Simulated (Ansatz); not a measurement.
`[F][Ti]([F])([F])[O][SiH3]` + H–F → `[F][Ti]([F])([F])[F]` + silanol at 600 K and 1 bar (ligand exchange at a Ti–O bond).

Calculated with Ansatz (gas phase, PBE0-D4/def2-TZVP geometries, no zero-point term in ΔE). CCSD(T)/CBS is the MP2 limit (def2-TZVPP, def2-QZVPP) plus CCSD(T) − MP2 in def2-TZVPP, frozen cores. This one scheme is used for every species. For Ti outer-core shells are correlated without core-valence functions, which leaves a few kJ/mol of doubt a bond. Scalar relativity is left out up to krypton. Each species was taken in one conformer, which may not be the lowest.

```tsv
species	CCSD(T)/CBS energy (Eh)	H − E (kJ/mol)	S (J/(mol·K))
`[F][Ti]([F])([F])[O][SiH3]`	-1514.66287	166.5	508.6
H–F	-100.39570	42.3	194.0
`[F][Ti]([F])([F])[F]`	-1248.36877	71.1	370.2
`O[SiH3]`	-366.69042	135.7	307.9
```

H − E and S are ideal-gas, rigid-rotor, harmonic terms from PBE0-D4/def2-TZVP, for one conformer and one mirror image of each species. 1 Eh = 2625.50 kJ/mol, R = 8.31446 J/(mol·K).

Question: By hand: ΔE, ΔH, ΔS and ΔG.

Answer: ΔE = (-1248.36877) + (-366.69042) − (-1514.66287) − (-100.39570) = -0.00062 Eh = -1.6 kJ/mol. Δ(H − E) = 71.1 + 135.7 − 166.5 − 42.3 = -2.0, so ΔH = -3.6 kJ/mol. ΔS = 370.2 + 307.9 − 508.6 − 194.0 = -24.5 J/(mol·K). ΔG = -3.6 − 600 × (-24.5)/1000 = 11.1 kJ/mol.

Question: By hand: the equilibrium constant, and the temperature at which ΔG would vanish if ΔH and ΔS stayed fixed.

Answer: log₁₀ K = −ΔG/(RT ln 10) = -1.0. ΔG = 0 at ΔH/ΔS = 147 K, though so small a ΔH makes that figure unsure.

TΔS isn't small against ΔH here. A doubt of 5 kJ/mol in ΔE shifts log₁₀ K by 0.4 here. Other conformers and mirror images would add mixing entropy, several J/(mol·K) or more a flexible species. Modes under 60 cm⁻¹, often nearly free rotors, make the harmonic entropy too high. These are equilibria of isolated gas molecules and say nothing of rates. Largest T1 diagnostic: 0.023 (customary marks: 0.02 for closed shells, 0.045 for open ones).
